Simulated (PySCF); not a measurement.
In(F) cation (FIn), SMILES [F][In] (connectivity only; charge and spin as stated), charge +1, multiplicity 2.

Geometry: PBE0-D3(BJ)/def2-TZVP. The multiplicity is an assumed one; other spin states were not compared. The def2 effective core potentials stand for the cores of In; spin–orbit coupling is left out.

Calculation: PySCF with PBE0-D3(BJ)/def2-TZVP.

Frequencies are harmonic and unscaled.

```json
[
 {"mode": "1", "ν (cm⁻¹)": "579", "IR (km/mol)": "13.2", "moving atoms (share of kinetic energy)": "F 86 %, In 14 %"}
]
```
